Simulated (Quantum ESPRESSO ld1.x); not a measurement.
Values are calculated unless marked as measured or tabulated.
One sound ld1.x (Quantum ESPRESSO 7.5) input for the zinc ion Zn3+ gives E = -1776.664 hartree in 28 iterations:

```
 &input
    zed=30.0,
    iswitch=1,
    rel=0,
    dft='PBE',
    config='[Ar] 3d9',
    verbosity='high',
    prefix='ld1',
    max_out_wfc=37,
    file_charge='ld1.rho',
 /
```

Changed or added lines, one case at a time, and what came of them:

- config='[Ar] 3d9 4d-1': harmless. A negative occupation marks a state as unused; the result equals that of the sound run.
- tr2=1e-30: usable despite the warning. The threshold lies below the rounding noise, so the cycle runs to its limit and warns, but the energy differs from the sound run by less than 1e-5 hartree.
- dx=0.003: refused. The program stops in do_mesh with "ndmx is too small": the mesh holds 3500 points at most, so dx, xmin and rmax must fit that.
- dft='XYZ': refused. The program stops in set_dft_from_name with "XYZ: unrecognized dft": the name is not a functional that the program knows.
- config='[Ar] 3d9 1s1': refused. The program stops in el_config with "wavefunction 1S found too many times": the bracketed core already holds 1s.
- rel=4: refused. The program stops in ld1_readin with "wrong rel": rel takes 0, 1 or 2.
- dft='R2SCAN': refused. The program stops in set_dft_from_name with "libxc needed for this functional": this build has no Libxc.
